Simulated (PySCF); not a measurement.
Two species compared at the same levels of theory.

First species: C5H8O2.
Structure used (GFN2-xTB), in Å, numbered top down from 1:
```xyz
15
C5H8O2 angstrom
C      2.6618    0.0195    0.5375
C      1.6643   -0.8491    0.5541
O      0.3436   -0.6302    0.3357
C     -0.0554    0.6882    0.0476
C     -1.5568    0.7706   -0.2003
C     -2.2911   -0.5322   -0.1250
O     -2.0786    1.8289   -0.4384
H      2.5357    1.0680    0.3382
H      3.6632   -0.3146    0.7313
H      1.8211   -1.8995    0.7591
H      0.1944    1.3651    0.8777
H      0.4572    1.0655   -0.8494
H     -1.8546   -1.2334   -0.8326
H     -3.3456   -0.3835   -0.3388
H     -2.1636   -0.9552    0.8691
```

Second species: C8H10.
Cartesian coordinates in Å at the GFN2-xTB level; atoms count from 1:
```xyz
18
C8H10 angstrom
C      2.1498   -0.7785    3.2557
C      1.8487   -1.4342    2.1404
C      1.2204   -0.8399    1.0269
C      0.6982   -0.3562    0.0549
C      0.0217    0.2211   -1.0770
C     -0.7546    1.5347   -0.8286
C     -1.9750    0.9292   -1.5364
C     -1.3064   -0.4520   -1.4963
H      1.9270    0.2690    3.3727
H      2.6290   -1.2691    4.0855
H      2.0773   -2.4883    2.0328
H      0.7188    0.3071   -1.9147
H     -0.3285    2.4279   -1.2804
H     -0.9230    1.7174    0.2308
H     -2.9219    1.0128   -1.0072
H     -2.1040    1.3056   -2.5497
H     -1.2813   -1.0060   -2.4325
H     -1.7049   -1.0943   -0.7133
```

Levels: PBE0/def2-SVPD for dipole moment, HOMO energy, LUMO energy, HOMO–LUMO gap, static isotropic polarisability and electronic spatial extent ⟨r²⟩ about the centre of nuclear charge; TDDFT PBE0/def2-SVPD for lowest singlet excitation; TDA PBE0/def2-SVPD for lowest triplet excitation (Tamm–Dancoff); GFN2-xTB for rotational constant A and rotational constant C. Geometries: GFN2-xTB. Each species is one conformer at its optimised geometry, gas phase, non-relativistic unless stated. Electronic properties by PySCF.

Dipoles, sizes and rotational constants follow the conformer. The torsions of the flexible species, by atom-mapped SMILES:
- `[CH2:1]=[CH:2][O:3][CH2:4][C:5]([CH3:6])=[O:7]`: C1–C2–O3–C4 0°, C2–O3–C4–C5 179°, O3–C4–C5–C6 -1°

```json
{"property": "dipole moment", "column X": "2.47 D", "column Y": "0.78 D"}
{"property": "HOMO energy", "column X": "-7.20 eV", "column Y": "-6.65 eV"}
{"property": "LUMO energy", "column X": "-0.70 eV", "column Y": "-0.65 eV"}
{"property": "HOMO–LUMO gap", "column X": "6.50 eV", "column Y": "6.00 eV"}
{"property": "lowest singlet excitation", "column X": "4.54 eV", "column Y": "5.07 eV"}
{"property": "lowest triplet excitation (Tamm–Dancoff)", "column X": "3.94 eV", "column Y": "3.37 eV"}
{"property": "static isotropic polarisability", "column X": "68.7 au", "column Y": "98.1 au"}
{"property": "electronic spatial extent ⟨r²⟩ about the centre of nuclear charge", "column X": "966 bohr²", "column Y": "1458 bohr²"}
{"property": "rotational constant A", "column X": "6.775 GHz", "column Y": "6.700 GHz"}
{"property": "rotational constant C", "column X": "1.191 GHz", "column Y": "0.806 GHz"}
```

**Question.** Which column belongs to which species?

**Answer.** Column X is the first species and column Y the second. The first has 15 atoms and 54 electrons, the second 18 and 58.

**Question.** How does each property change from the first species to the second?

**Answer.** dipole moment -1.69 D; HOMO energy +0.55 eV; LUMO energy +0.05 eV; HOMO–LUMO gap -0.50 eV; lowest singlet excitation +0.53 eV; lowest triplet excitation (Tamm–Dancoff) -0.57 eV; static isotropic polarisability +29.4 au; electronic spatial extent ⟨r²⟩ about the centre of nuclear charge +492 bohr²; rotational constant A -0.075 GHz; rotational constant C -0.385 GHz.

On the first: No computed singlet falls in the visible range (750 to 380 nm, 1.65 to 3.26 eV); S1 lies 1.28 eV above its blue end. The vertical singlet–triplet gap S1 − T1 is 0.60 eV (TDDFT singlet less Tamm–Dancoff triplet; S1: HOMO−1→LUMO, weight 0.99; T1: HOMO−1→LUMO, weight 0.98).

On the second: The dipole equals about 2.6 × 10⁻³⁰ C·m (1 D = 3.33564 × 10⁻³⁰ C·m). S1 lies 0.93 eV below the HOMO–LUMO gap; its leading configuration is HOMO−1→LUMO, weight 0.98.
